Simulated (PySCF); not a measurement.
## Shapes and spin states of CuOF₂

Method: PBE0/[Cu def2-TZVP, O def2-TZVP, F def2-TZVP], no relativity, density fitting, PySCF.

Relaxations began from a few typed shapes and spin states; open shells are unrestricted. The search is not exhaustive: other isomers or separated fragments can lie lower, and high-lying points may rest on an excited occupation.

(1) Which is the lowest minimum found?
A. quartet Cs: Cu–F 1.733 Å, Cu–F 1.797 Å, Cu–O 1.941 Å; F–Cu–F 170.7°, F–Cu–O 71.4°, F–Cu–O 117.9°
B. broken-symmetry Ms = 1/2 (⟨S²⟩ 1.71) Cs: Cu–F 1.731 Å, Cu–F 1.772 Å, Cu–O 1.991 Å; F–Cu–F 170.2°, F–Cu–O 72.4°, F–Cu–O 117.4°
C. broken-symmetry Ms = 1/2 (⟨S²⟩ 1.68) Cs: Cu–F 1.729 Å (×2), Cu–O 1.857 Å; F–Cu–F 121.1°, F–Cu–O 117.6° (×2)
D. broken-symmetry Ms = 1/2 (⟨S²⟩ 1.76) C2v: Cu–F 1.744 Å (×2), Cu–O 2.108 Å; F–Cu–F 172.1°, F–Cu–O 94.0° (×2)
E. quartet C2v: Cu–F 1.751 Å (×2), Cu–O 1.884 Å; F–Cu–F 162.5°, F–Cu–O 98.8° (×2)

Answers

(1) A. The others lie at 1.0 (quartet C2v), 10.5 (broken-symmetry Ms = 1/2 Cs), 18.2 (broken-symmetry Ms = 1/2 C2v, a saddle point), 57.7 (broken-symmetry Ms = 1/2 Cs) kJ/mol above it.

Formally Cu is in oxidation state +4, d7, with 3 unpaired electrons (the high-spin count). The Mulliken spin on Cu is 0.71, so most of the spin sits on the ligands and the formal count fails. The polar-tensor charge on Cu, 1.04, is far below the formal one.

For the lowest minimum: other spin states or occupations of the open shell can lie lower.
